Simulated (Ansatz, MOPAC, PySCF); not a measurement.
Dimer: H2 (SMILES [H][H]) (first 2 atoms) with CH2O2 (SMILES O=CO); geometry from B3LYP-D3(BJ)/def2-TZVP, rigid monomers moved along the line of their centres of mass till H2···H7 is 2.46 Å.
(charge 0, multiplicity 1):
```xyz
7

H      0.0150     0.4129    -0.4402
H     -0.0776    -0.1963    -0.0196
O     -0.1263    -1.1943     3.0377
C      0.0825    -0.1879     3.6528
O      0.2786     1.0240     3.1104
H      0.1425    -0.1184     4.7464
H      0.2199     0.9301     2.1442
```

Interaction energies are E(AB) − E(A) − E(B) at the monomers' geometry in the complex; basis-set methods are counterpoise corrected. Rows marked so take none.

Frozen-core correlation. CBS(a, b) extrapolates the correlation energy as X⁻³ and adds the Hartree–Fock energy of set b. Rows in 3-21G, 6-311+G**, 6-31G* carry no dispersion term and start afresh at each structure (6-31G* with six Cartesian d functions). MP2/6-31G* freezes PySCF's default core. The state that PM6 reach isn't checked.

Programs: Ansatz (an electronic-structure program); MOPAC for PM6 (differences of heats of formation); PySCF for 3-21G rows, 6-311+G** rows, 6-31G* rows, the dispersion terms. 

Other levels give for the interaction energy: PBE/def2-TZVPPD -0.79; B3LYP/def2-TZVPPD -0.39; B3LYP-D3(BJ)/def2-TZVPPD -0.83; wB97M-V/def2-TZVPPD -0.80; CCSD(T)/CBS(aug-cc-pVDZ, aug-cc-pVTZ) -0.89 kcal/mol.

Common cheap choices:

```json
[
 {"level": "PM6", "interaction energy (kcal/mol)": "-0.20", "less -0.89 (CCSD(T)/CBS(aug-cc-pVDZ, aug-cc-pVTZ))": "0.69"},
 {"level": "HF/3-21G (no counterpoise)", "interaction energy (kcal/mol)": "-0.62", "less -0.89 (CCSD(T)/CBS(aug-cc-pVDZ, aug-cc-pVTZ))": "0.26"},
 {"level": "HF/6-31G*", "interaction energy (kcal/mol)": "-0.09", "less -0.89 (CCSD(T)/CBS(aug-cc-pVDZ, aug-cc-pVTZ))": "0.80"},
 {"level": "B3LYP/6-31G*", "interaction energy (kcal/mol)": "-0.25", "less -0.89 (CCSD(T)/CBS(aug-cc-pVDZ, aug-cc-pVTZ))": "0.64"},
 {"level": "B3LYP/6-31G* (no counterpoise)", "interaction energy (kcal/mol)": "-0.67", "less -0.89 (CCSD(T)/CBS(aug-cc-pVDZ, aug-cc-pVTZ))": "0.22"},
 {"level": "B3LYP/6-311+G** (no counterpoise)", "interaction energy (kcal/mol)": "-0.35", "less -0.89 (CCSD(T)/CBS(aug-cc-pVDZ, aug-cc-pVTZ))": "0.54"},
 {"level": "M06-2X/6-31G* (no counterpoise)", "interaction energy (kcal/mol)": "-0.90", "less -0.89 (CCSD(T)/CBS(aug-cc-pVDZ, aug-cc-pVTZ))": "-0.01"},
 {"level": "MP2/6-31G*", "interaction energy (kcal/mol)": "-0.15", "less -0.89 (CCSD(T)/CBS(aug-cc-pVDZ, aug-cc-pVTZ))": "0.74"}
]
```
